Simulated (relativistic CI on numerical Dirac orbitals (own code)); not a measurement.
# Hyperfine structure of Ir59+, mass number 191

Computed by Dirac-Coulomb-Breit CI, orbitals from a KLI potential per configuration, model QED, unscaled Slater integrals (own radial code, finite nucleus).

Configuration list (outside the closed core [Ne]): 3s2.3p6, 3s2.3p5.3d, 3s.3p6.3d, 3s2.3p5.4s, 3s2.3p5.4p, 3s2.3p5.4d, 3s.3p6.4s, 3s2.3p5.4f, 3p6.3d2, 3p5.3d3, 3p5.3d2.4s, 3p5.3d2.4p, 3p5.3d2.4d, 3p6.3d.4s, 3p5.3d.4s2, 3p5.3d.4s.4p, 3p5.3d.4s.4d. Double excitations out of closed p, d and f shells are left out; levels of such configurations are missing from the list, as are those of other unlisted configurations, and high levels can miss mixing partners. These lack a partner that the ground configuration has and come out too high: 3s2.3p5.4f.

Nuclear spin I = 3/2, μ = 0.1502 μN, Q = 0.816 b (tables of Stone and Pyykkö). The electronic factors are computed for point nuclear moments, without core polarisation or the Bohr-Weisskopf and QED corrections.

```
           Level   E (eV)  A (GHz)  B (GHz)
3s2.3p5.3d 3P°_1  262.058    17.04      118
3s2.3p5.3d 3F°_3  266.053    18.39     -329
3s2.3p5.3d 3D°_2  270.588    18.42    -15.3
3s2.3p5.3d 3F°_4  352.647    12.14     -313
3s2.3p5.3d 3D°_3  370.494     10.6      144
3s2.3p5.3d 1P°_1  401.877   -8.057   0.0523
3s2.3p5.3d 3F°_2  679.872    66.93     85.8
  3s.3p6.3d 3D_1  914.383   -159.9     35.9
```

Levels with J = 0, under 50 % of one LS term, or S terms without an open s electron are left out. Small factors come from cancelling terms and can be off by tens of per cent or more.

At this charge energies of transitions that change n are usually good to better than 1 %, and those within a shell (Δn = 0) to a few per cent.

(1) Give the hyperfine levels of 3s2.3p5.3d 3F°_2 relative to its centre of gravity.

Answers

(1) With K = F(F + 1) − I(I + 1) − J(J + 1), E = AK/2 + B[¾K(K + 1) − I(I + 1)J(J + 1)]/[2I(2I − 1)J(2J − 1)]: F = 1/2: -226.1, F = 3/2: -200.8, F = 5/2: -87.09, F = 7/2: 222.2 GHz.

LS names give the leading component of a level, which can be under half, so a name can repeat, a term be missing and a line seem to break the LS rules.
